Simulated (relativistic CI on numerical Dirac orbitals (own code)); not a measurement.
# Sn³⁴⁺: q coefficients and field-shift factors

Computed by Dirac-Coulomb-Breit CI, KLI orbitals optimised for each configuration, derivatives by finite differences, unscaled Slater integrals, QED left out (own radial code, finite nucleus).

Configurations in the expansion (outside the closed core [Ne]): 3s2.3p4, 3s.3p5, 3s2.3p3.3d, 3p6, 3s.3p4.3d, 3p5.3d, 3p4.3d2, 3p3.3d3. Double excitations out of closed p, d and f shells are left out; levels of such configurations are missing from the list, as are those of other unlisted configurations, and high levels can miss mixing partners.

With x = (α/α₀)² − 1 an excitation energy changes as ω = ω₀ + qx; K = 2q/ω₀ is the relative enhancement. Terms are leading LS components, so labels can repeat. The field-shift factor is F = δν/δ⟨r²⟩ for the transition from the lowest level.

Lowest level 3s2.3p4 3P_2.

```csv
Level,ω₀ (cm⁻¹),q (cm⁻¹),K,F (GHz/fm²)
3s2.3p4 1S_0,103252,12780,0.248,-1.65
3s2.3p4 3P_1,418678,477100,2.28,-13.2
3s2.3p4 1D_2,473200,473400,2,-13.1
3s2.3p4 3P_0,937566,944900,2.02,-31.4
3s2.3p3.3d 5D°_2,1127919,114000,0.202,-76.4
3s2.3p3.3d 5D°_1,1145965,115700,0.202,-68.6
3s2.3p3.3d 5D°_3,1168725,54590,0.0934,4.8
3s2.3p3.3d 3P°_0,1171153,57680,0.0985,3.17
3s.3p5 3P°_2,1179412,304600,0.516,-232
3s2.3p3.3d 5D°_4,1252020,142700,0.228,5.31
3s.3p5 3P°_1,1345414,428500,0.637,-264
3s2.3p3.3d 5D°_2,1353738,337100,0.498,-152
3s2.3p3.3d 3G°_3,1376139,168900,0.246,4.01
3s2.3p3.3d 3D°_1,1447005,272400,0.376,-61.9
3s2.3p3.3d 5D°_0,1522922,541500,0.711,-79.2
3s2.3p3.3d 3F°_2,1527149,488800,0.64,-6.99
3s2.3p3.3d 3D°_1,1533328,514100,0.671,-69.2
3s2.3p3.3d 3F°_3,1559509,502300,0.644,-5.18
3s.3p5 3P°_0,1607960,790800,0.984,-248
3s2.3p3.3d 3G°_4,1609980,513100,0.637,-5.11
3s2.3p3.3d 3D°_3,1620001,591300,0.73,-4.68
3s2.3p3.3d 1G°_4,1636863,561700,0.686,-4.26
3s2.3p3.3d 3D°_1,1638623,691300,0.844,-154
```

At this charge energies of transitions that change n are usually good to better than 1 %, and those within a shell (Δn = 0) to a few per cent.
